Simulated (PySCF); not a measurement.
C5H13NSi.
Structure used (GFN2-xTB), in Å, numbered top down from 1:
```xyz
20
C5H13NSi angstrom
C     -0.268    1.626    0.731
C     -0.194    0.300   -0.011
Si     1.572   -0.128   -0.573
N      2.500   -0.379    0.857
C     -0.896   -0.874    0.704
C     -1.643   -1.196   -0.594
C     -1.210    0.159   -1.164
H      0.119    2.436    0.115
H      0.314    1.586    1.651
H     -1.298    1.864    0.998
H      2.030    0.947   -1.473
H      1.625   -1.409   -1.279
H      2.425    0.283    1.612
H      3.459   -0.669    0.757
H     -0.253   -1.659    1.098
H     -1.562   -0.536    1.498
H     -2.717   -1.360   -0.506
H     -1.202   -2.033   -1.133
H     -0.805    0.147   -2.175
H     -2.003    0.906   -1.116
```

A PySCF run (density fitting, gas phase, GFN2-xTB geometry) gave HOMO -7.06 eV, LUMO 0.13 eV, dipole 0.94 D and E = -542.366 Eh.

**Question.** Which of these levels was it?
A. HF/6-31++G**
B. B3LYP/def2-SVPD
C. PBE0/pcSseg-1
D. B97-D/6-311G**
E. OPBE/def2-SVP

**Answer.** B. It is B3LYP/def2-SVPD. All candidates on this geometry:

```tsv
level and settings	kind	basis functions	SCF cycles	E (Eh)	HOMO (eV)	LUMO (eV)	dipole (D)
B97-D/6-311G**	GGA	212	14	-542.4604	-5.77	0.09	1.07
OPBE/def2-SVP, grid level 3, level shift 0.3 Eh	GGA	167	11	-542.1851	-5.60	0.63	1.14
B3LYP/def2-SVPD	global hybrid	248	12	-542.3665	-7.06	0.13	0.94
PBE0/pcSseg-1	global hybrid	191	12	-542.1274	-7.21	0.90	1.09
HF/6-31++G**, grid level 1	Hartree–Fock	208	10	-540.2929	-10.40	1.13	1.00
```

The nearest other candidate, by the summed differences of HOMO and LUMO, is PBE0/pcSseg-1: its HOMO differs by -0.15 eV and its LUMO by +0.77 eV. B97-D ran without the empirical dispersion term, which would shift the total energy alone. Cycle counts include a coarse-grid stage where the run had one. All basis functions are spherical, in the Pople sets too.
